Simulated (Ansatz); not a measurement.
`[BH2][GeH2][Br]` → `BBr` + `[GeH2]` at 600 K and 1 bar (germylene formation by 1,1-elimination).

Isolated molecules relaxed with PBE0-D4/def2-TZVP in Ansatz; ΔE leaves out vibrations. CBS: MP2 limit from def2 TZ/QZ plus the TZ coupled-cluster correction, frozen cores. For Br, Ge outer-core shells are correlated without core-valence functions, which leaves a few kJ/mol of doubt a bond. Scalar relativity is left out up to krypton.

```json
{"species": "`[BH2][GeH2][Br]`", "CCSD(T)/CBS energy (Eh)": "-4676.63012", "H − E (kJ/mol)": "143.3", "S (J/(mol·K))": "400.2"}
{"species": "`BBr`", "CCSD(T)/CBS energy (Eh)": "-2599.32470", "H − E (kJ/mol)": "79.8", "S (J/(mol·K))": "280.3"}
{"species": "`[GeH2]`", "CCSD(T)/CBS energy (Eh)": "-2077.24753", "H − E (kJ/mol)": "50.4", "S (J/(mol·K))": "247.2"}
```

H − E and S are ideal-gas, rigid-rotor, harmonic terms from PBE0-D4/def2-TZVP. 1 Eh = 2625.50 kJ/mol, R = 8.31446 J/(mol·K).

**Question.** By hand: ΔE, ΔH, ΔS and ΔG.

**Answer.** ΔE = (-2599.32470) + (-2077.24753) − (-4676.63012) = 0.05789 Eh = 152.0 kJ/mol. Δ(H − E) = 79.8 + 50.4 − 143.3 = -13.1, so ΔH = 138.9 kJ/mol. ΔS = 280.3 + 247.2 − 400.2 = 127.3 J/(mol·K). ΔG = 138.9 − 600 × (127.3)/1000 = 62.5 kJ/mol.

**Question.** By hand: the equilibrium constant, and the temperature at which ΔG would vanish if ΔH and ΔS stayed fixed.

**Answer.** log₁₀ K = −ΔG/(RT ln 10) = -5.4. ΔG = 0 at ΔH/ΔS = 1091 K.

The number of gas molecules changes by +1, which sets the sign of ΔS. A doubt of 5 kJ/mol in ΔE shifts log₁₀ K by 0.4 here. These are equilibria of isolated gas molecules and say nothing of rates. Largest T1 diagnostic: 0.012 (customary marks: 0.02 for closed shells, 0.045 for open ones).
